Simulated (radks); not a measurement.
Cs3+, configuration [Kr] 4d10 5s1 5p4 5d1 (not the ground configuration). Method: Dirac Kohn-Sham, PBE, spin-unpolarised, spherical densities, point nucleus; open shells fill j = l - 1/2 first; computed with a radial shooting solver on a logarithmic mesh with Libxc functionals.

X-ray form factor f0, the Fourier transform of the density (f0(0) = 52):

| sin(theta)/lambda (1/angstrom) | f0 (electrons) |
|---|---|
| 0.05 | 51.268 |
| 0.1 | 49.287 |
| 0.15 | 46.560 |
| 0.2 | 43.587 |
| 0.25 | 40.694 |
| 0.3 | 38.022 |
| 0.4 | 33.369 |
| 0.5 | 29.430 |
| 0.6 | 26.069 |
| 0.8 | 21.054 |
| 1 | 17.895 |
| 1.25 | 15.179 |
| 1.5 | 12.837 |
| 2 | 8.884 |
